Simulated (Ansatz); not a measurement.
| atom | x (Å) | y (Å) | z (Å) |
| --- | --- | --- | --- |
| C | -0.0351 | -0.0026 | -0.7365 |
| C | -0.0328 | -0.0217 | 0.7973 |
| O | -0.0158 | 1.0540 | -1.3110 |
| O | 0.0160 | -1.0932 | 1.3198 |
| H | -0.0497 | -0.9753 | -1.2493 |
| H | -0.0296 | 0.9972 | 1.2889 |

Basis set: def2-TZVP (spherical functions). Correlated methods keep 4 orbitals frozen. Charge 0, multiplicity 1.

Computed with Ansatz (development build ahead of 0.2.0); each method stands on the lowest determinant of its kind that the runs found. Restricted open shells among the atoms or ions are ROHF, correlated in semicanonical orbitals with singles.

Task: Give the atomization energy at this shape (free ground-state atoms in the same class of orbitals less the molecule, no zero-point energy) of singlet C₂H₂O₂ by RHF-MP2, RHF.

Result:

| method | atomization energy |
| --- | --- |
| RHF-MP2 | 27.47 eV |
| RHF | 18.79 eV |
